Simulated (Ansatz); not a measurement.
Calculated with Ansatz (gas phase, PBE0-D4/def2-TZVP geometries, no zero-point term in ΔE). CCSD(T)/CBS is the MP2 limit (def2-TZVPP, def2-QZVPP) plus CCSD(T) − MP2 in def2-TZVPP, frozen cores. Functionals use def2-TZVPP. B3LYP here is the variant with VWN-RPA as its local correlation; programs differ in this. For Ga, Ge outer-core shells are correlated without core-valence functions, which leaves a few kJ/mol of doubt a bond. Scalar relativity is left out up to krypton.

`[F][Ga]([F])[SiH3]` + `C#[C][GeH3]` → `[SiH3]C#[C][GeH3]` + `[F][GaH][F]`  (formal exchange of groups at the Si–Ga bond)

```csv
level,ΔE (kcal/mol),difference from CCSD(T)/CBS
B97M-V,-2.8,-1.4
B3LYP-D4,-1.1,0.3
r2SCAN0-D4,-1.6,-0.2
ωB97M-V,-1.7,-0.3
B2PLYP,-2.2,-0.8
revPBE,0.8,2.2
BLYP,-0.2,1.2
B3LYP,-0.9,0.5
r2SCANh,-1.5,-0.1
BHLYP,-2.1,-0.7
CCSD/def2-SVP,-1.4,0.0
CCSD(T)/def2-SVP,-1.6,-0.2
CCSD/def2-TZVPP,-2.2,-0.8
HF/def2-QZVPP,-4.5,-3.1
SCS-MP2/def2-QZVPP,-4.0,-2.6
HF/CBS(def2),-4.5,-3.1
CCSD(T)/CBS,-1.4,0
```

Largest T1 diagnostic among the species: 0.015.

Leaving LDA and LC-ωPBE aside and taking each functional with its dispersion term where it has one, the values, not all of them listed here, spread over 3.6 kcal/mol, from B97M-V to PBE-D4. From BLYP to BHLYP (50 % exact exchange), in def2-TZVPP and without D4, ΔE moves by −1.9 kcal/mol.
